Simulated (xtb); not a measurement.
The xtb input:
```
$ xtb mol.xyz --gfn 1 --chrg 2 --uhf 1 --json

# file mol.xyz
8

C      1.61953144     0.05803377    -0.23682467
Si     0.02757061    -0.31501688     0.47248309
C     -1.50296767     0.33793466    -0.46954040
H      2.49596000    -0.47529916     0.10355807
H      1.84054048     1.09295016    -0.47418082
H     -1.25694284     1.27314064    -0.96834207
H     -1.81688614    -0.37491229    -1.22837557
H     -2.34804259     0.51854633     0.19076750
```

Problem. What partial charges in atom order does xtb with GFN1-xTB give?

Solution. C1 0.13, Si2 0.90, C3 0.01, H4 0.20, H5 0.20, H6 0.18, H7 0.19, H8 0.19

Problem. Estimate the total energy that GFN1-xTB returns for this input.

Solution. -7.4527 Eh
